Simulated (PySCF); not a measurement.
A species of formula C4H3F5O has this rotational fingerprint, computed with PBE0/pcSseg-1 in PySCF (dipole) on a GFN2-xTB geometry, gas phase:

```
Rotational constants : A = 2198, B = 883.0, C = 775.0 MHz
Dipole components    : |μa| = 2.15 D, |μb| = 0.49 D, |μc| = 1.22 D
Inertial defect      : -150.18 u·Å²
κ                    : -0.85
```

**Question.** Which structure is it? (One computed conformer of each.)
A. `[F:1]/[CH:2]=[C:3](/[F:4])[CH2:5][O:6][C:7]([F:8])([F:9])[F:10]` with C2–C3–C5–O6 76°, C3–C5–O6–C7 65°
B. `[CH2:1]=[C:2]([O:3][C:4]([F:5])([F:6])[F:7])[CH:8]([F:9])[F:10]` with C1–C2–O3–C4 2°, C1–C2–C8–F9 -73°
C. `[F:1][C:2]([F:3])([F:4])[C:5]([F:6])([F:7])[C@@H:8]1[CH2:9][O:10]1` with C2–C5–C8–C9 130°

**Answer.** A. It is F/C=C(/F)COC(F)(F)F, an asymmetric top, point group C1. The candidates at the same level (rigid rotor, commonest isotopes):

```tsv
SMILES	A (MHz)	B (MHz)	C (MHz)	μa (D)	μb (D)	μc (D)	Δ (u·Å²)	point group	rotor
FC(F)(F)C(F)(F)[C@@H]1CO1	2040	1164	1019	2.34	0.80	0.93	-186.09	C1	asymmetric top
F/C=C(/F)COC(F)(F)F	2198	883.0	775.0	2.15	0.49	1.22	-150.18	C1	asymmetric top
C=C(OC(F)(F)F)C(F)F	2778	706.5	684.0	0.08	0.56	0.13	-158.42	C1	near-prolate asymmetric top
```

`C=C(OC(F)(F)F)C(F)F` has A 26 % too high; `FC(F)(F)C(F)(F)[C@@H]1CO1` has B 32 % too high. No structure here is proved a minimum.
